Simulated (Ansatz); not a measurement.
Basis-set series for C$_{3}$H$_{10}$FNSn (`C[N](C)[SnH]([CH3])[F]`). The species carries charge 0 and has multiplicity 1. Sn: def2 effective core potential. The geometry is a stationary point of PBE0-D4/def2-TZVP. It is one conformer, not always the lowest.

```json
{"functional": "PBE0-D4", "basis": "def2-SVP", "functions": "146", "energy (Eh)": "-488.73711", "HOMO (eV)": "-6.20", "LUMO (eV)": "0.44"}
{"functional": "PBE0-D4", "basis": "def2-TZVPP", "functions": "345", "energy (Eh)": "-489.07356", "HOMO (eV)": "-6.33", "LUMO (eV)": "0.04"}
{"functional": "ωB97M-V", "basis": "def2-SVP", "functions": "146", "energy (Eh)": "-488.84606", "HOMO (eV)": "-8.51", "LUMO (eV)": "2.38"}
{"functional": "ωB97M-V", "basis": "def2-TZVPP", "functions": "345", "energy (Eh)": "-489.19697", "HOMO (eV)": "-8.64", "LUMO (eV)": "1.65"}
```

Problem. Give the rows for def2-QZVPP. (An estimate is asked.)

Solution. Ansatz gave: 
| functional | basis | functions | energy (Eh) | HOMO (eV) | LUMO (eV) |
| --- | --- | --- | --- | --- | --- |
| PBE0-D4 | def2-QZVPP | 667 | -489.09242 | -6.35 | -0.11 |
| ωB97M-V | def2-QZVPP | 667 | -489.21544 | -8.67 | 1.21 |

Positive LUMOs are unbound and depend on the basis.
